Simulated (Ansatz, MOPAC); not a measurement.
Spectroscopic constants of MoH, multiplicity 6 (lowest of 2S+1 = 2, 4, 6, 8 at CCSD(T)/def2-TZVPP on PBE0 minima; our sources give no spin for the ground state, which may be another). No spin–orbit coupling.

The constants come from a fifth-degree fit in 1/R (seven points, main isotopes). Runs in def2 and cc sets follow the lowest solution found near the PBE0 minimum.

Correlated levels freeze the inner cores; with def2 sets outer-core shells near the valence are correlated too. CBS: X⁻³ extrapolation of the correlation energy, Hartree–Fock from the larger set. The state that PM7 reach isn't checked; PM7 holds dispersion and hydrogen-bond terms.

Codes used: Ansatz (a program for electronic structure); MOPAC for PM7 (differences of heats of formation).  In def2 rows elements past Kr take small-core potentials, without spin–orbit coupling.

```tsv
level	r_e (Å)	ω_e (cm⁻¹)	ω_e x_e (cm⁻¹)	dipole (D)
PM7	1.740	2341	32	-
B3LYP/def2-TZVPP	1.719	1770	30	2.51
PBE0/def2-TZVPP	1.714	1773	31	2.60
wB97X-V/def2-TZVPP	1.723	[?]	27	2.96
wB97M-V/def2-TZVPP	1.723	1763	28	2.93
CCSD(T)/def2-TZVPP	1.717	1784	29	-
CCSD(T)/def2-QZVPP	1.714	1767	28	-
CCSD(T)/CBS(def2-TZVPP, def2-QZVPP)	[?]	[?]	26	-
```

### Question
Complete the blanks.

### Answer

- CCSD(T)/CBS(def2-TZVPP, def2-QZVPP), r_e (Å): 1.712
- CCSD(T)/CBS(def2-TZVPP, def2-QZVPP), ω_e (cm⁻¹): 1752
- wB97X-V/def2-TZVPP, ω_e (cm⁻¹): 1775
